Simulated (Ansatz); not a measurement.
Isolated molecules relaxed with PBE0-D4/def2-TZVP in Ansatz; ΔE leaves out vibrations. CCSD(T)/CBS is the MP2 limit (def2-TZVPP, def2-QZVPP) plus CCSD(T) − MP2 in def2-TZVPP, frozen cores. This one scheme is used for every species, atoms too. Functionals use def2-TZVPP. B3LYP here is the variant with VWN-RPA as its local correlation; programs differ in this. Open shells (•) are unrestricted, without spin–orbit coupling. Spin–orbit coupling would lower the free atoms: a little for B, C, S; strongly for Te. Elements past krypton have def2 core potentials. Bonds to Te are less sure, by a few kJ/mol each and by 10 to 20 or more in all where they break to atoms, as the def2 sets lack core-valence functions. Each species was taken in one conformer, which may not be the lowest.

Reaction (atomization): `C=NB(S)[TeH]` → B• + C• + 4 H• + N• + S• + Te•

Question: What is ΔE at CCSD(T)/CBS? (An estimate is asked.)

Answer: Computed: +760.5 kcal/mol.

Question: What do these levels give: LDA (SPW92), PBE-D4, revPBE-D4, r2SCAN0-D4, PBE-QIDH, PBE, B3LYP, LC-ωPBE, HF/def2-QZVPP, SCS-MP2/def2-QZVPP, HF/CBS(def2), MP2/CBS(def2)? (Best estimate.)

Answer: The calculation gave: LDA (SPW92) 892.1, PBE-D4 790.9, revPBE-D4 769.2, r2SCAN0-D4 748.7, PBE-QIDH 755.7, PBE 784.8, B3LYP 755.7, LC-ωPBE 752.7, HF/def2-QZVPP 521.6, SCS-MP2/def2-QZVPP 762.7, HF/CBS(def2) 521.7, MP2/CBS(def2) 777.4 kcal/mol.

Largest T1 diagnostic among the species: 0.014.

At CCSD(T), def2-SVP lies −49.4 kcal/mol from the extrapolated value and def2-TZVPP −25.6 kcal/mol: correlation converges slowly with the basis, and small sets miss more of it in the bonded molecule than in its fragments. The D4 term adds +10.1 kcal/mol with B3LYP and +5.3 kcal/mol with PBE0; it sums over pairs of atoms, weighted by their polarisabilities, and B3LYP, whose exchange is more repulsive, gets the larger term. From BLYP to BHLYP (50 % exact exchange), in def2-TZVPP and without D4, ΔE moves by −30.4 kcal/mol: exact exchange takes away binding that semilocal exchange gives to molecules.

For atomizations the MP2-based limit and the directly extrapolated one differ by several kJ/mol either way, and by 10 to 25 for some Ge, Se and Sn compounds, so smaller differences from it don't rank the levels.
